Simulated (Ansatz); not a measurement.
`[OH][Sn][Cl]`, relaxed with RKS PBE0-D4/def2-TZVP in Ansatz from a PBE-D4/def2-SVP geometry. The force threshold is 0.005 eV/Å; the program also tests the step.

Total charge 0; spin multiplicity 1. Sn takes the def2 core potential.

Start:

```xyz
4

O     0.572    0.637   -0.605
Sn    0.125   -0.889    0.655
Cl   -2.227   -0.387    0.758
H     1.530    0.639   -0.808
```

Task: By how much does the energy fall, and how many steps does the optimiser take? (Estimate.)

Result: The calculation gave: 1.14 kcal/mol, in 5 steps.

Task: Which bonds change most? (Best estimate.)

Result: Ansatz gave: O1–Sn2 from 2.029 to 1.974 Å; Sn2–Cl3 from 2.407 to 2.361 Å; O1–H4 from 0.979 to 0.961 Å.

Task: Give the relaxed structure. (Best estimate.)

Result: The calculation gave: 
```xyz
4

O     0.566    0.595   -0.573
Sn    0.121   -0.886    0.653
Cl   -2.181   -0.367    0.733
H     1.495    0.658   -0.813
```
